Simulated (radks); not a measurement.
Results of a calculation; reference values are marked as such.
How relativity changes the ionisation of the krypton ion Kr+ ([Ar] 3d10 4s2 4p5) to Kr2+ ([Ar] 3d10 4s2 4p4). Spin-unpolarised spherical Kohn-Sham, PBEsol, point nucleus unless stated (finite: rms radius 4.1884 fm), a radial shooting solver on a logarithmic mesh with Libxc functionals. A level marked "c x" has the speed of light scaled by that factor and shares open shells by 2j + 1; other Dirac levels either fill j = l - 1/2 first or share by 2j + 1.

| level | E(Kr+) (hartree) | E(Kr2+) (hartree) | IE (eV) | HOMO | <r> HOMO (bohr) |
|---|---|---|---|---|---|
| non-rel. | -2751.16459 | -2750.23979 | 25.165 | 4p | 1.833 |
| scalar-rel. | -2787.95388 | -2787.02862 | 25.177 | 4p | 1.826 |
| scalar-rel., finite nucleus | -2787.93011 | -2787.00485 | 25.178 | 4p | 1.826 |
| Dirac, 2j+1 shares | -2788.16772 | -2787.24216 | 25.186 | 4p3/2 | 1.839 |
| Dirac, low j first | -2788.17657 | -2787.26196 | 24.888 | 4p3/2 | 1.839 |
| Dirac, 2j+1 shares, finite nucleus | -2788.14392 | -2787.21837 | 25.186 | 4p3/2 | 1.839 |
| Dirac, c x 3 | -2755.15341 | -2754.22854 | 25.167 | 4p3/2 | 1.834 |
| Dirac, c x 5 | -2752.59718 | -2751.67236 | 25.166 | 4p3/2 | 1.833 |
| Dirac, c x 100 | -2751.16817 | -2750.24337 | 25.165 | 4p3/2 | 1.833 |

NIST Atomic Spectra Database: 24.360 eV (measured). The relativistic part of the total energy of Kr+ is -36.98 hartree (Dirac, 2j+1 shares, finite nucleus), 1.3 % of the non-relativistic value. Spin polarisation and multiplet splitting of open shells are left out at every level.

Beside tabulated values, note that spin-unpolarised runs miss the spin-polarisation part of the exchange energy of open shells.
